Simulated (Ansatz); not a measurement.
Calculated with Ansatz (gas phase, PBE0-D4/def2-TZVP geometries, no zero-point term in ΔE). CBS: MP2 limit from def2 TZ/QZ plus the TZ coupled-cluster correction, frozen cores. DFT in def2-TZVPP. def2 core potentials past Kr. For Te outer-core shells are correlated without core-valence functions, which leaves a few kJ/mol of doubt a bond. Each species was taken in one conformer, which may not be the lowest.

`C[SiH](N)[TeH]` + `O[SiH](O)O` → `O[Si](O)(O)[TeH]` + `C[SiH2]N`  (formal exchange of groups at a Te–Si bond)

```csv
level,ΔE (kJ/mol),difference from CCSD(T)/CBS
PBE-D4,11.5,-4.4
ωB97M-V,12.7,-3.2
r2SCAN,12.1,-3.8
HF/def2-TZVPP,15.5,-0.4
MP2/def2-TZVPP,16.8,0.9
SCS-MP2/def2-TZVPP,16.3,0.4
CCSD/def2-TZVPP,15.4,-0.5
HF/def2-QZVPP,15.4,-0.5
SCS-MP2/def2-QZVPP,16.7,0.8
MP2/CBS(def2),17.6,1.7
CCSD(T)/CBS,15.9,0
```

Largest T1 diagnostic among the species: 0.012.
